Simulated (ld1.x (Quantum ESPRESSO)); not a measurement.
**Er: ultrasoft pseudisation with LDA (PZ), scalar-relativistic reference atom.**

Er, ultrasoft, made with ld1.x (Quantum ESPRESSO) 7.5 (LDA (PZ), scalar-relativistic). Core [Kr] 4d10, reference 4f11 5s2 5p6 5d1 6s2 6p0. Waves: 5s (bound): rcut 1.75, rcutus 2.15 bohr; 6s (bound): rcut 1.75, rcutus 2.15 bohr; 5p (bound): rcut 2.40, rcutus 2.85 bohr; 6p (bound, empty): rcut 2.40, rcutus 2.85 bohr; 5d (bound): rcut 2.35, rcutus 2.90 bohr; 5d channel at 1.2 Ry: rcut 2.35, rcutus 2.90 bohr; 4f (bound): rcut 0.90, rcutus 1.00 bohr; 4f channel at 1.45 Ry: rcut 0.90, rcutus 1.00 bohr. Local part: all-electron potential smoothed inside 1.15 bohr (lloc = -2). Core correction: none. Augmentation charge: built from norm-conserving waves at rcut, not smoothed further.

Question: Does this generation succeed?

Answer: No. ld1.x (Quantum ESPRESSO) 7.5 stopped with "chargeps: negative rho": the pseudo-density turned negative during the self-consistent test, most likely because a state had been found with a wrong node count and its wave set to zero before. Before that it printed "Warning: n=2, l=1 expected 0 nodes, found 1".
